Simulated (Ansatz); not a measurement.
Geometry optimisation, UKS B3LYP-D4/def2-SVP (Ansatz).

Input file:

```yaml
crystal:
  periodic: [false, false, false]
  atoms:
    - { symbol: C, position_ang: [-0.56528, 0.77163, -0.45693] }
    - { symbol: B, position_ang: [0.2596, -0.35198, 0.20963] }
    - { symbol: C, position_ang: [0.97378, -1.3306, 0.78611] }
    - { symbol: F, position_ang: [1.67325, -2.28333, 1.35214] }
    - { symbol: H, position_ang: [-1.04566, 0.43019, -1.37269] }
    - { symbol: H, position_ang: [-1.35228, 1.13759, 0.20143] }
    - { symbol: H, position_ang: [0.05661, 1.6265, -0.71968] }
magnetization:
  spin_polarized: true
  initial_magnetization: 1
basis:
  gaussian: { orbitals: def2-SVP }
hamiltonian:
  xc: b3lyp
  dispersion: d4
relax:
  f_tol: 0.02
  max_steps: 50
```

Run as:

```bash
$ ansatz run input.yaml --threads 2 --pin off --max-ram 3072MiB --backend cpu --events-out ev --progress --plain --runs-dir out
```

Question: Where does it end, and by what steps?

Answer: The forces met the threshold. The force dipped under the threshold on the way, but the program's further checks kept it going. After 4 steps the energy has fallen by 0.036 eV; H6 moved furthest, 0.05 Å.

```csv
step,energy less start (eV),largest force component (eV/Å),accepted
0,0.0000,1.425,yes
1,-0.0320,0.433,yes
2,-0.0361,0.042,yes
3,-0.0362,0.017,yes
4,-0.0363,0.011,yes
```

```xyz
7
Properties=species:S:1:pos:R:3
C -0.552 0.768 -0.473
B 0.270 -0.351 0.189
C 0.976 -1.335 0.791
F 1.649 -2.267 1.363
H -1.068 0.429 -1.386
H -1.334 1.104 0.233
H 0.060 1.652 -0.718
```

Run time: 37 s on 2 threads of Intel(R) Xeon(R) Platinum 8259CL CPU @ 2.50GHz (Skylake/Cascade Lake), with other jobs on the host, peak memory 0.22 GiB.
